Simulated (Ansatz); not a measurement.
Total energies of `BrCC(Br)Br`.

```xyz
8

Br    2.200    0.635    0.340
C     0.566    0.085   -0.544
C    -0.525   -0.203    0.450
Br   -1.120    1.380    1.376
Br   -1.993   -1.042   -0.508
H     0.281    0.878   -1.231
H     0.808   -0.821   -1.096
H    -0.218   -0.912    1.213
```

Total charge 0; spin multiplicity 1. Correlated methods include outer-core shells of Br, which these sets cover unevenly. Scalar relativity is left out up to krypton. Geometry: relaxed with PBE0-D4/def2-TZVP. It is one conformer, not always the lowest. Basis def2-TZVPP, Ansatz.

RPA on PBE orbitals: Hartree–Fock energy of these orbitals -7794.68335 Eh, correlation -1.77786 Eh (frozen core).

| functional | energy without D4 (Eh) | D4 term (kJ/mol) |
| --- | --- | --- |
| LDA (SPW92) | -7789.11935 | – |
| PBE | -7799.25139 | -26.8 |
| r2SCAN | -7800.42247 | -6.1 |
| B3LYP | -7800.59597 | -44.3 |
| r2SCANh | -7800.41697 | -6.6 |
| r2SCAN0 | -7800.41044 | -7.4 |
| HSE06 (plane-wave form) | -7799.53638 | -21.6 |
| BHLYP | -7800.43230 | -36.8 |
| ωB97M-V | -7800.04749 | – |
| PBE-QIDH | -7798.59171 | – |

Task: Give the same for revPBE, BLYP, B97M-V, PBE0, CAM-B3LYP, LC-ωPBE, ωB97X-V, B2PLYP. (Best estimate.)

Result: The calculation gave: 
```tsv
functional	energy without D4 (Eh)	D4 term (kJ/mol)
revPBE	-7799.82611	-74.1
BLYP	-7800.54580	-58.9
B97M-V	-7799.12809	–
PBE0	-7799.52736	-22.9
CAM-B3LYP	-7800.84156	-23.7
LC-ωPBE	-7799.39543	–
ωB97X-V	-7799.78726	–
B2PLYP	-7799.29251	–
```

B3LYP takes the VWN-RPA correlation (the form of Gaussian; ORCA's B3LYP/G). HSE06 is the plane-wave form, built on full-range PBE exchange. The double hybrids freeze the cores in their second-order part.

LC-ωPBE has ω = 0.4 bohr⁻¹.
